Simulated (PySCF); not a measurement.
C₃H₅ClOSi, SMILES C1[Si@@H](Cl)OC=C1. Geometry: B3LYP-D3(BJ)/def2-SVP. The structure was generated by enumeration; whether it is a known compound was not checked. The values are those of a single conformer.

These are B3LYP-D3(BJ)/def2-SVP in PySCF 2.14.0 values and carry that method's errors.

Harmonic wavenumbers (cm⁻¹): 86, 183, 254, 434, 473, 557, 660, 700, 733, 763, 775, 863, 875, 940, 953, 1055, 1103, 1186, 1207, 1356, 1407, 1678, 2290, 3030, 3084, 3198, 3220. Rotational constants (GHz): 4.765, 1.666, 1.484; symmetry number 1.

Question: Work out the zero-point energy and the ideal-gas rigid-rotor harmonic-oscillator thermochemistry at 298.15 K and 1 atm.

Answer: ZPE = ½ Σ hcν = ½ × 33066 cm⁻¹ = 197.78 kJ/mol. H − E(el) = 216.56 kJ/mol. Entropy in J/(mol K): translation 168.52, rotation 115.91, vibration 50.47, total 334.89. G − E(el) = 116.71 kJ/mol. Cp = 102.57 J/(mol K). Modes under 150 cm⁻¹ make the vibrational entropy uncertain.
